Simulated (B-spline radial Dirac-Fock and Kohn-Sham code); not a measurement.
**Core-level shifts of cerium with charge state**

Model: Dirac-Fock ΔSCF + Breit + QED. Program: a radial atomic solver. Each ion is free and in its tabulated ground configuration. Correlation and solid-state effects are left out.

Reference: Ce¹⁴⁺, [Kr] 4d8, with L1 (2s) 6849.5 eV, L2 (2p1/2) 6460.0 eV, L3 (2p3/2) 6018.8 eV, M1 (3s) 1729.0 eV, N2 (4p1/2) 502.6 eV. Shifts from it, in eV (a dash: the subshell is empty, belongs to an open shell averaged over j, or its hole state is left out as unreliable):

```
  ion      configuration  L1 (2s)  L2 (2p1/2)  L3 (2p3/2)  M1 (3s)  N2 (4p1/2)
Ce¹⁵⁺           [Kr] 4d7    +40.9       +41.0       +40.9    +38.5       +31.6
Ce¹⁶⁺           [Kr] 4d6    +83.0       +83.2       +83.1    +78.0       +63.8
Ce¹⁷⁺           [Kr] 4d5   +126.3      +126.6      +126.5   +118.5       +96.6
Ce¹⁸⁺           [Kr] 4d4   +170.9      +171.3      +171.1   +160.0      +130.1
Ce¹⁹⁺           [Kr] 4d3   +216.6      +217.2      +216.9   +202.5      +164.1
Ce²⁰⁺           [Kr] 4d2   +263.5      +264.2      +263.9   +245.8      +198.8
Ce²¹⁺           [Kr] 4d1   +311.6      +312.5      +312.1   +290.2      +234.1
Ce²²⁺  [Ar] 3d10 4s2 4p6   +360.8      +362.0      +361.4   +335.5      +269.9
Ce²³⁺  [Ar] 3d10 4s2 4p5   +411.7      +413.3           –   +381.8           –
```

Values without a named source are computed, but for edge energies of neutral atoms, which are taken from tables.
